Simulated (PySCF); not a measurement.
Working out the ionisation energy of Zn(2+)

Zn(2+) [Ar] 3d10 (1S) → Zn(3+) [Ar] 3d9 (2D). All numbers are calculated (PySCF 2.14, scalar relativity by spin-free X2C-1e, in x2c-TZVPPall (6s5p4d2f1g, 64 functions)). Frozen: [Ar]. Energies in hartree (1 hartree = 27.21139 eV):

```csv
part,Zn(2+) (lower),Zn(3+) (upper)
UHF,-1793.347653,-1791.988679
CCSD correlation,-0.379299,-0.294587
(T),-0.008261,-0.004453
```

Problem. What does Hartree-Fock give?

Solution. (-1791.988679) − (-1793.347653) = 1.358974 hartree = 36.980 eV.

Problem. What do CCSD and CCSD(T) give?

Solution. The CCSD correlation energies differ by 0.084712 hartree = 2.305 eV and the triples by 0.003808 hartree = 0.104 eV, so CCSD gives 39.285 eV and CCSD(T) 39.389 eV.

A first-order spin-orbit estimate adds -0.138 eV to CCSD(T) (valence), giving 39.251 eV against 39.723 eV (measured; NIST Atomic Spectra Database, ionization energies).

What remains against the reference includes basis incompleteness, the frozen core and higher excitations.
